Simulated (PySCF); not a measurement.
Compound: CH6BISi.
Numbering: `[SiH3:1][CH2:2][BH:3][I:4]` (hydrogens: H5, H6, H7 on Si1; H8, H9 on C2; H10 on B3)

Theory: PBE0-D3(BJ)/def2-SVP geometry optimisation, gas phase, def2 core potentials past Kr in PySCF.

**Question.** Give the optimised bond lengths and angles.

**Answer.** 
| bond | length (Å) |
| --- | --- |
| Si1–C2 | 1.904 |
| C2–B3 | 1.537 |
| B3–I4 | 2.133 |
| Si1–H5, Si1–H6, Si1–H7 | 1.493 |
| C2–H8, C2–H9 | 1.102 |
| B3–H10 | 1.205 |

Bonds in one row agree within 0.01 Å and their mean is given. A selection of angles:
| angle | degrees |
| --- | --- |
| C2–Si1–H5 | 110.4 |
| H5–Si1–H6 | 109.2 |
| Si1–C2–B3 | 108.4 |
| Si1–C2–H8 | 105.2 |
| B3–C2–H8 | 111.7 |
| B3–C2–H9 | 114.5 |
| H8–C2–H9 | 110.5 |
| C2–B3–I4 | 121.2 |
| C2–B3–H10 | 123.7 |
| I4–B3–H10 | 114.9 |

Torsions: Si1–C2–B3–I4 -90°. The mirror-image conformer, all signs reversed, is as good.

B3 (three-coordinate boron) is planar (angles 123.7°, 121.2° and 114.9°, sum 359.9°, 0.03 Å off the plane of its three neighbours). Si1 (SiH3 silicon) is tetrahedral (angles from 108.6° to 110.4°).

Point group: C1 (no symmetry element, even within 0.4 Å). Stationary, but not proved a minimum. The numbers are those of one conformer.
